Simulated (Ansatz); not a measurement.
`N[Si](N)(Br)Br` → `Br[Si]Br` + `NN` at 298.15 K and 1 bar (silylene formation by 1,1-elimination).

Program: Ansatz. Geometries: PBE0-D4/def2-TZVP. ΔE: electronic, gas phase. CBS: MP2 limit from def2 TZ/QZ plus the TZ coupled-cluster correction, frozen cores. This one scheme is used for every species. For Br outer-core shells are correlated without core-valence functions, which leaves a few kJ/mol of doubt a bond. Scalar relativity is left out up to krypton. Each species was taken in one conformer, which may not be the lowest.

```
         species  CCSD(T)/CBS energy (Eh)  H − E (kJ/mol)  S (J/(mol·K))
`N[Si](N)(Br)Br`              -5547.71133           170.3          371.5
      `Br[Si]Br`              -5435.76988            18.9          305.4
            `NN`               -111.76471           152.1          230.0
```

H − E and S are ideal-gas, rigid-rotor, harmonic terms from PBE0-D4/def2-TZVP, for one conformer and one mirror image of each species. 1 Eh = 2625.50 kJ/mol, R = 8.31446 J/(mol·K).

Q: By hand: ΔE, ΔH, ΔS and ΔG.

A: ΔE = (-5435.76988) + (-111.76471) − (-5547.71133) = 0.17674 Eh = 464.0 kJ/mol. Δ(H − E) = 18.9 + 152.1 − 170.3 = 0.7, so ΔH = 464.7 kJ/mol. ΔS = 305.4 + 230.0 − 371.5 = 163.9 J/(mol·K). ΔG = 464.7 − 298.15 × (163.9)/1000 = 415.8 kJ/mol.

Q: By hand: the equilibrium constant, and the temperature at which ΔG would vanish if ΔH and ΔS stayed fixed.

A: log₁₀ K = −ΔG/(RT ln 10) = -72.8. ΔG = 0 at ΔH/ΔS = 2835 K, far beyond where these terms or the molecules hold.

The number of gas molecules changes by +1, which sets the sign of ΔS. A doubt of 5 kJ/mol in ΔE shifts log₁₀ K by 0.9 here. Other conformers and mirror images would add mixing entropy, several J/(mol·K) or more a flexible species. These are equilibria of isolated gas molecules and say nothing of rates. Largest T1 diagnostic: 0.010 (customary marks: 0.02 for closed shells, 0.045 for open ones).
